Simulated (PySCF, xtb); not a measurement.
C₂H₅FSi₂, SMILES C#C[Si@@H](F)[SiH3].

Harmonic wavenumbers (cm⁻¹) from xtb with GFN2-xTB at its own minimum, in rising order: 24, 83, 139, 154, 253, 287, 435, 454, 470, 616, 657, 680, 687, 697, 781, 797, 801, 811, 2205, 2231, 2238, 2239, 2254, 3352.

**Question.** What does B3LYP-D3(BJ)/def2-SVP run with PySCF give at its own minimum? (The exact figures need the calculation; the answer reports its results.)

**Answer.** 89, 99, 157, 164, 292, 354, 417, 514, 540, 645, 734, 764, 782, 823, 877, 901, 939, 943, 2147, 2212, 2223, 2229, 2240, 3454. Paired by order, the mean absolute difference is 61 cm⁻¹ and the zero-point energies are 33.4 and 35.1 kcal/mol.
